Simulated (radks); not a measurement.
Question: Ho6+, configuration [Kr] 4d10 4f9 5s2 5p4. Method: Dirac Kohn-Sham, relativistic LDA (MacDonald-Vosko exchange, VWN5 correlation), spin-unpolarised, spherical densities, finite nucleus; open shells fill j = l - 1/2 first; Fermi nuclear charge, rms radius 5.2022 fm; computed with a radial shooting solver on a logarithmic mesh with Libxc functionals.

Spin-orbit splittings of the eigenvalues, e(l+1/2) - e(l-1/2), with zeta = 2 splitting/(2l+1) and mean radii in bohr:

| shell | occ. | splitting (eV) | zeta (eV) | <r> j=l-1/2 | <r> j=l+1/2 |
|---|---|---|---|---|---|
| 2p | 6 | 846.9 | 564.6 | 0.07312 | 0.08026 |
| 3p | 6 | ? | ? | 0.2197 | 0.2332 |
| 3d | 10 | 38.88 | 15.55 | 0.2057 | 0.2099 |
| 4p | 6 | 40.19 | 26.79 | 0.5280 | 0.5586 |
| 4d | 10 | 7.390 | 2.956 | 0.5859 | 0.5965 |
| 4f | 9 | 1.150 | 0.3285 | 0.7203 | 0.7282 |
| 5p | 4 | 6.730 | 4.486 | 1.297 | 1.367 |

Estimate the 3p splitting.

Answer: 177.0 eV (zeta = 118.0 eV).
